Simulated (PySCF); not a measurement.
Delta-SCF ions had no search for a lower state. Excitations are Tamm–Dancoff values on a coarser integration grid. The basis has no diffuse functions, so Rydberg states are missing or too high.

## CH₄Si, SMILES `C=[SiH2]` (charge 0, multiplicity 1)

All values below come from ωB97X-D3(BJ)/def2-TZVP // PBE0-D3(BJ)/def2-TZVP run with PySCF.

| Quantity | Result |
|---|---|
| HOMO | -8.87 eV |
| dipole moment | 0.92 D |
| HOMO–LUMO gap | 9.66 eV |
| LUMO | 0.78 eV |
| S1 excitation (TDA) | 5.60 eV |
| S1 oscillator strength | 0.362 |
| brightest of the four lowest singlets (TDA) | 5.60 eV |
| T1 excitation (TDA) | 2.84 eV |
| S1–T1 gap (TDA) | 2.77 eV |
| vertical ionisation energy (Delta-SCF) | 8.79 eV |
| total energy | -330.0071 Ha |
| cost | very roughly 20 core-seconds |

Bond lengths (Å): C1–Si2 1.699, C1–H3 1.084, C1–H4 1.084, Si2–H5 1.478, Si2–H6 1.478. Bond angles (°): Si2–C1–H3 122.1, Si2–C1–H4 122.1, H3–C1–H4 115.7, C1–Si2–H5 122.6, C1–Si2–H6 122.6, H5–Si2–H6 114.7.
